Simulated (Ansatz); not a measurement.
CH5BInNS. Total charge 0; spin multiplicity 1. Correlated methods include outer-core shells of In, which these sets cover unevenly. In takes the def2 core potential. The bonds changed during the relaxation, so this is another structure than the one it started from.

```tsv
atom	x (Å)	y (Å)	z (Å)
N1	-2.234	0.383	0.271
C2	-1.183	-0.032	-0.109
S3	0.663	-2.214	0.111
B4	0.091	-0.581	-0.615
In5	1.322	1.128	0.380
H6	-2.428	1.128	0.926
H7	-0.152	-3.017	-0.594
H8	0.332	-0.260	-1.755
H9	0.574	2.622	0.852
H10	3.015	0.845	0.533
```

(1) Give the diagnostics of a CCSD(T)/def2-TZVPP run (frozen core, Ansatz). (Best estimate.)

Results:

(1) Computed: T1 = 0.0154, largest single amplitude 0.026, largest double 0.037, (T) share of the correlation energy 4.4 %, 10 CCSD cycles. The RHF solution is stable towards an unrestricted one. T1 lies under the customary mark of 0.02 for closed shells.
